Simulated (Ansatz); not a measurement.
Stepwise reaction of `ClB(Br)Br` with hydrogen fluoride, as a gas-phase model of exchange steps in deposition or etching. ΔE in kJ/mol; ΔG adds harmonic PBE0-D4 terms to CCSD(T)/CBS, at 1 bar.

Gas-phase electronic energies from Ansatz, PBE0-D4/def2-TZVP geometries. CCSD(T)/CBS adds triple-zeta CCSD(T) − MP2 to the extrapolated MP2 energy (def2 sets, frozen cores). This one scheme is used for every species. DFT in def2-TZVPP. B3LYP here is the variant with VWN-RPA as its local correlation; programs differ in this. For Br outer-core shells are correlated without core-valence functions, which leaves a few kJ/mol of doubt a bond. Scalar relativity is left out up to krypton.

```csv
step,reaction,PBE-D4,B3LYP-D4,ωB97M-V,CCSD(T)/CBS,ΔG(400 K)
1,`ClB(Br)Br` + H–F → `FB(Cl)Br` + HBr,-61.6,-72.4,-72.9,-58.9,-66.7
```

Give the row of step 2, `FB(Cl)Br` + H–F → `FB(F)Cl` + HBr. (An estimate is asked.)

The calculation gave: 
```tsv
step	reaction	PBE-D4	B3LYP-D4	ωB97M-V	CCSD(T)/CBS	ΔG(400 K)
2	`FB(Cl)Br` + H–F → `FB(F)Cl` + HBr	-66.6	-77.9	-77.4	-68.0	-70.7
```

By hand: ΔE of the 2 steps together at CCSD(T)/CBS.

(-58.9) + (-68.0) = -126.9 kJ/mol, or -63.5 kJ/mol a step.

In ΔE each step is lower than the one before. All are downhill at CCSD(T)/CBS. ΔG lies between -70.7 and -66.7 kJ/mol a step. PBE-D4 differs from CCSD(T)/CBS by -2.7 to 1.4 kJ/mol a step. Isolated molecules leave out the surface, adducts and barriers. Largest T1 diagnostic: 0.012.
